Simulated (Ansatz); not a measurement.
Total energies of Ge₅PH₁₂⁺, a doped cluster cut from the lattice of germanium (P on a surface site) from Ansatz at PBE0-D4/def2-SVP, gas phase (1 Eh = 27.2114 eV = 2625.5 kJ/mol). The reference geometry is relaxed at PBE0-D4/def2-SVP.

```xyz
18

Ge    0.182    1.927   -1.289
Ge   -2.160   -0.910    0.120
Ge    1.267   -0.224    1.937
P     1.915    0.883   -0.055
Ge   -0.274   -1.972    1.225
Ge   -1.332    0.125   -1.917
H     0.962    2.643   -2.400
H    -0.343    2.915   -0.237
H    -3.224   -1.961   -0.223
H    -2.731    0.180    1.040
H     2.620   -0.643    2.529
H     0.648    0.949    2.711
H     2.569   -0.049   -0.897
H     2.950    1.811    0.215
H     0.527   -2.867    0.265
H    -0.654   -2.736    2.501
H    -0.492   -0.850   -2.758
H    -2.429    0.780   -2.768
```

```json
{"state": "charge 1 singlet", "geometry": "reference", "energy (Eh)": "-10730.57015"}
{"state": "charge 2 doublet", "geometry": "reference", "energy (Eh)": "-10730.08652"}
{"state": "charge 0 doublet", "geometry": "reference", "energy (Eh)": "-10730.70053"}
```

**Question.** Work out the vertical ionisation energy to the doublet.

**Answer.** E(charge 2 doublet) − E(charge 1 singlet) = -10730.08652 − (-10730.57015) = 0.48363 Eh = 13.16 eV. For comparison, −ε of the highest occupied level is 11.56 eV at this level, 1.60 eV less.

**Question.** Work out the vertical electron affinity, to the doublet.

**Answer.** E(charge 1 singlet) − E(charge 0 doublet) = -10730.57015 − (-10730.70053) = 0.13038 Eh = 3.55 eV.

**Question.** Give the fundamental gap IE − EA, the Mulliken electronegativity (IE + EA)/2 and the hardness (IE − EA)/2.

**Answer.** From the values in Eh: IE − EA = 0.48363 − 0.13038 = 0.35325 Eh = 9.61 eV; (IE + EA)/2 = 8.35 eV; (IE − EA)/2 = 4.81 eV. The HOMO–LUMO gap of the same run is 6.67 eV, 2.94 eV smaller than the fundamental gap.
